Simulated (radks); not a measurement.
Values are calculated unless marked as measured or tabulated.
All-electron atom: Os II in [Xe] 4f14 5d6 6s1.

Level of theory: scalar-relativistic Kohn-Sham, PBE, spin-polarised, spherical densities, finite nucleus; open shells are filled with parallel spins first (spin-orbit coupling, left out, can overturn this in heavy ions); Fermi nuclear charge, rms radius 5.4126 fm (a radial shooting solver on a logarithmic mesh with Libxc functionals).

Energy parts (hartree):
total: -17250.5050
kinetic: 19111.9494
electron-nucleus: -42724.9205
Hartree: 6700.5286
exchange-correlation: -338.0626

Orbitals (lengths in bohr, moments of r in powers of bohr):
orbital  occ.  eigenvalue (hartree)      <r>   <1/r>
1s up       1             -2714.076  0.01774   90.42
1s down     1             -2714.075  0.01774   90.42
2s up       1             -472.9508  0.07491   21.17
2s down     1             -472.9425  0.07491   21.17
2p up       3             -411.9724  0.06728   19.05
2p down     3             -411.9657  0.06728   19.05
3s up       1             -110.2817   0.1939   7.845
3s down     1             -110.2787   0.1939   7.845
3p up       3             -92.36783   0.1945   7.212
3p down     3             -92.36453   0.1945   7.212
3d up       5             -72.32542   0.1762   6.804
3d down     5             -72.31960   0.1762   6.804
4s up       1             -23.49911   0.4319   3.345
4s down     1             -23.49108   0.4319   3.345
4p up       3             -17.62112   0.4594   3.033
4p down     3             -17.61357   0.4594   3.032
4d up       5             -10.31512   0.4891   2.706
4d down     5             -10.30624   0.4889   2.707
4f up       7              -2.20087   0.5580   2.237
4f down     7              -2.18551   0.5551   2.244
5s up       1              -3.67851    1.009   1.330
5s down     1              -3.61169    1.003   1.340
5p up       3              -2.19468    1.174   1.122
5p down     3              -2.10736    1.164   1.134
5d up       5              -0.55956    1.745  0.7480
5d down     1              -0.44902    1.769  0.7463
6s up       1              -0.51395    2.730  0.4644
6s down     0              -0.42451    2.851  0.4430

The highest occupied level is 5d down at -12.218 eV. The density falls to 0.001 e/bohr^3 at r = 4.13 bohr.
